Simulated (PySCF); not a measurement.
C8H7Cl.
Numbering: `[Cl:1][c:2]1[cH:3][cH:4][cH:5][c:6]2[c:7]1[CH2:8][CH2:9]2` (hydrogens: H10 on C3; H11 on C4; H12 on C5; H13, H14 on C8; H15, H16 on C9)

Computed geometry: GFN2-xTB, gas phase.

Entries marked ? are missing. Bonds in one row agree within 0.01 Å.

```tsv
coordinate	value
Cl1–C2	?
C2–C3	1.396 Å
C3–C4	1.385 Å
C4–C5	1.396 Å
C5–C6	1.372 Å
C6–C7	1.395 Å
C7–C8	1.504 Å
C8–C9	?
C2–C7	?
C6–C9	1.507 Å
C3–H10	1.079 Å
C4–H11	1.080 Å
C5–H12	1.079 Å
C8–H13, C8–H14	1.088 Å
C9–H15, C9–H16	1.088 Å
Cl1–C2–C3	120.6°
Cl1–C2–C7	122.7°
C3–C2–C7	116.7°
C2–C3–C4	121.2°
C3–C4–C5	122.3°
C4–C5–C6	115.7°
C5–C6–C7	?
C5–C6–C9	144.5°
C7–C6–C9	92.8°
C6–C7–C8	93.3°
C2–C7–C6	?
C2–C7–C8	145.2°
C7–C8–C9	86.9°
C6–C9–C8	?
```

**Question.** Fill in the missing values.

**Answer.** 
- Cl1–C2 = 1.731 Å, drawn single (aryl chlorine to aromatic C–Cl carbon); 0.02 Å below the sum of covalent radii, 1.75 Å.
- C8–C9 = 1.556 Å, drawn single (both ends benzylic-type carbon); 0.04 Å above the sum of covalent radii, 1.52 Å.
- C2–C7 = 1.371 Å, aromatic (aromatic C–Cl carbon to substituted aromatic carbon); 0.09 Å below the sum of covalent radii, 1.46 Å.
- C5–C6–C7 = 122.6°, at the substituted aromatic carbon, inside a 6-membered ring; the outer atoms are 2.428 Å apart.
- C2–C7–C6 = 121.5°, at the substituted aromatic carbon, inside a 6-membered ring; the outer atoms are 2.415 Å apart.
- C6–C9–C8 = 87.0°, at the benzylic-type carbon, inside a 4-membered ring; the outer atoms are 2.109 Å apart.

Radii are Cordero's, carbon taken as 0.76, 0.73 or 0.69 Å for four, three, and two or fewer neighbours.

Whether it is a minimum is left open (no frequencies).
